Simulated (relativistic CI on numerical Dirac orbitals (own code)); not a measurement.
# Slater and spin-orbit integrals, Ce³⁹⁺

Calculated at this level of theory: Dirac-Coulomb-Breit CI, separate exchange-only KLI orbitals for each configuration, QED by a radiative potential, unscaled Slater integrals (own radial code, finite nucleus).

Slater integrals F^k, G^k are unscaled and averaged over j, outside the closed core [Ne]; ζ comes from projecting the Hamiltonian with its Breit term on Σ l·s of the shell.

- 3s²3p⁶3d: ζ(3d) = 77339 cm⁻¹; <r>(3d) = 0.2232, <r^2>(3d) = 0.05765 (bohr units).
- 3s²3p⁵3d²: ζ(3p) = 569310, F^2(3d,3d) = 458130, F^4(3d,3d) = 296200, F^2(3p,3d) = 394430, G^1(3p,3d) = 417200, G^3(3p,3d) = 279770, ζ(3d) = 76501 cm⁻¹; <r>(3p) = 0.2517, <r^2>(3p) = 0.07319, <r>(3d) = 0.2236, <r^2>(3d) = 0.05785 (bohr units).
- 3s3p⁶3d²: F^2(3d,3d) = 457740, F^4(3d,3d) = 295940, G^2(3s,3d) = 314340, ζ(3d) = 76919 cm⁻¹; <r>(3s) = 0.2581, <r^2>(3s) = 0.07596, <r>(3d) = 0.2238, <r^2>(3d) = 0.05794 (bohr units).

Problem. Give the Racah parameters of the d shell in 3s²3p⁵3d².

Solution. B = F²/49 − 5F⁴/441 = 5991 cm⁻¹ and C = 35F⁴/441 = 23508 cm⁻¹.

Averages of the first 10 configurations, taken without configuration mixing, which lowers the lowest level and can move excited configurations by several eV; other configurations of the list can lie among them:

```json
{"Configuration": "3s²3p⁶3d", "Parity": "even", "States": "10", "Average energy above the lowest level (eV)": "15.0"}
{"Configuration": "3s²3p⁵3d²", "Parity": "odd", "States": "270", "Average energy above the lowest level (eV)": "261.7"}
{"Configuration": "3s3p⁶3d²", "Parity": "even", "States": "90", "Average energy above the lowest level (eV)": "484.8"}
{"Configuration": "3s²3p⁶4s", "Parity": "even", "States": "2", "Average energy above the lowest level (eV)": "1139.4"}
{"Configuration": "3s²3p⁶4p", "Parity": "odd", "States": "6", "Average energy above the lowest level (eV)": "1222.4"}
{"Configuration": "3s²3p⁶4d", "Parity": "even", "States": "10", "Average energy above the lowest level (eV)": "1322.9"}
{"Configuration": "3s²3p⁵3d4s", "Parity": "odd", "States": "120", "Average energy above the lowest level (eV)": "1378.0"}
{"Configuration": "3s²3p⁶4f", "Parity": "odd", "States": "14", "Average energy above the lowest level (eV)": "1402.3"}
{"Configuration": "3s²3p⁵3d4p", "Parity": "even", "States": "360", "Average energy above the lowest level (eV)": "1461.2"}
{"Configuration": "3p⁶3d³", "Parity": "even", "States": "120", "Average energy above the lowest level (eV)": "963.4"}
```
